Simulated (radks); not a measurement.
Question: These are the eigenvalues of the occupied orbitals of an atom or ion with whole-number occupations (hartree). Method: Dirac Kohn-Sham, BLYP, spin-unpolarised, spherical densities, finite nucleus; Fermi nuclear charge, rms radius of each element as measured or else 0.836 A^(1/3) + 0.57 fm; computed with a radial shooting solver on a logarithmic mesh with Libxc functionals.

orbital  eigenvalue
1s1/2     -896.2621
2s1/2     -138.1661
2p1/2     -128.8030
2p3/2     -122.9406
3s1/2     -31.67786
3p1/2     -27.98671
3p3/2     -26.95432
3d3/2     -20.43606
3d5/2     -20.22856
4s1/2     -10.67271
4p1/2      -9.41877
4p3/2      -9.20148

Which element is it, and in what charge state? The configuration may be excited. Open shells, if any, fill j = l - 1/2 first.

Answer: Z = 46, palladium, charge +11: Pd11+ in [Ar] 3d10 4s2 4p5. The list shows which subshells hold electrons but not how many an open one holds; the 1s level, -896.26 hartree, gives Z - s = 42.3 by -(Z - s)^2/2, which with screening and relativity narrows Z to a few neighbours, and the depths of the outer levels then fix element, charge and occupations together.
